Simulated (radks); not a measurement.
The numbers below are computed, except where a source is named.
Problem. Ionisation of the osmium ion Os+, [Xe] 4f14 5d6 6s1, to Os2+, [Xe] 4f14 5d6, under several functionals. Scalar-relativistic Kohn-Sham, spin-unpolarised, spherical densities, finite nucleus; a radial shooting solver on a logarithmic mesh with Libxc functionals. Known Delta-SCF values: exchange-only r2SCAN 15.591 eV; LDA (Slater exchange, Perdew-Zunger correlation) 17.277 eV. What does B86b exchange with PBE correlation give, and what is its highest occupied eigenvalue?

Solution. 16.938 eV by Delta-SCF; the 6s eigenvalue is -13.166 eV. NIST: 17 eV (semi-empirical).

Beside tabulated values, note that spin-unpolarised runs miss the spin-polarisation part of the exchange energy of open shells.
